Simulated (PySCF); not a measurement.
## Relaxation of triplet RuH₄

Computed with UPBE0/[Ru x2c-TZVPall, H x2c-TZVPall], spin-free X2C, density fitting, no spin–orbit coupling, PySCF. A (50,194) grid was used.

A start displaced from a saddle point along its imaginary mode, with no symmetry imposed:

```xyz
5
charge 0 multiplicity 3, angstrom
Ru    0.0081    0.0002   -0.0319
H    -0.5290    1.5546    0.1318
H    -0.4583   -1.5641    0.1393
H     0.5827   -0.1200    1.4565
H    -0.4106    0.1098    1.5015
```

Q: What does it relax to?

A: It ends at Cs with H–H 0.943 Å (×2), Ru–H 1.669 Å (×2), Ru–H 1.703 Å (×2); H–H–Ru 71.8° (×2), H–H–Ru 75.8° (×2), H–Ru–H 32.4° (×2), H–Ru–H 81.9°, H–Ru–H 109.2° (×2), H–Ru–H 127.1° (after a last refinement on a finer grid). A frequency run shows a minimum.

Q: How much energy is released, and in how many steps?

A: 43.8 kJ/mol in 32 steps.

Open d and f shells are described by one determinant, and the ground state may have another occupation or spin. At this level a singlet minimum of C4v symmetry lies 71 kJ/mol below this structure.

The relaxation took of the order of 10 core-minutes on a shared host.
